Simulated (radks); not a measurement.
Values are calculated unless marked as measured or tabulated.
Question: Valence configurations of neutral ruthenium (all share [Kr]). Code: a radial shooting solver on a logarithmic mesh with Libxc functionals. Model: Dirac Kohn-Sham, LDA (Slater exchange, Perdew-Wang correlation), spin-unpolarised, spherical densities, finite nucleus; open shells fill j = l - 1/2 first; Fermi nuclear charge, rms radius 4.4809 fm. Order these by energy: 4d7 5s0.5 5p0.5; 4d7 5p1; 4d6 5s2; 4d5 5s0.5 5p2.5; 4d5 5s1 5p2; 4d7.5 5s0.5; 4d6 5s0.5 5p1.5; 4d8; 4d7 5s1; 4d6 5s1 5p1.

Answer: From the lowest, in eV above it: 4d7.5 5s0.5 0.000; 4d8 0.083; 4d7 5s1 0.205; 4d6 5s2 1.650; 4d7 5s0.5 5p0.5 1.918; 4d7 5p1 3.686; 4d6 5s1 5p1 5.562; 4d6 5s0.5 5p1.5 7.596; 4d5 5s1 5p2 13.623; 4d5 5s0.5 5p2.5 16.088. NIST lists [Kr] 4d7 5s1 as the ground configuration; this level of theory puts 4d7.5 5s0.5 lower, by 0.205 eV. The energies are those of spherical spin-averaged densities, not of single terms.
